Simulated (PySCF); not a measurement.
C₂H₉NOSi, SMILES CC[Si@@H](N)O. Atoms are numbered in the order given.

```xyz
14

C      2.1324    -0.9338     0.2348
C      1.1537     0.1477     0.6837
Si    -0.3862     0.2740    -0.3812
N     -1.2247    -1.2271    -0.3208
O     -1.3650     1.5174     0.1729
H      3.0066    -1.0044     0.9012
H      1.6452    -1.9205     0.2093
H      2.5099    -0.7374    -0.7816
H      1.6475     1.1360     0.7056
H      0.8206    -0.0320     1.7223
H     -0.0301     0.5179    -1.8153
H     -1.4799    -1.6108     0.5831
H     -1.9515    -1.4182    -1.0014
H     -0.9848     2.4004     0.1653
```

Geometry: PBE0-D3(BJ)/def2-SVP. The structure was generated by enumeration; whether it is a known compound was not checked. One conformer was computed; it need not be the lowest.

Vertical ionisation energy (IE) and electron affinity (EA) in eV. Rows of orbital energies are one-electron estimates. Where ΔSCF, EOM or ADC give a negative EA the extra electron is unbound and the value depends on the basis.

| level | IE | EA |
|---|---|---|
| −ε(HOMO), −ε(LUMO), r2SCAN/def2-TZVP (PySCF) | 6.46 | -0.76 |
| −ε(HOMO), −ε(LUMO), PBE/def2-TZVP (PySCF) | 6.16 | -0.04 |
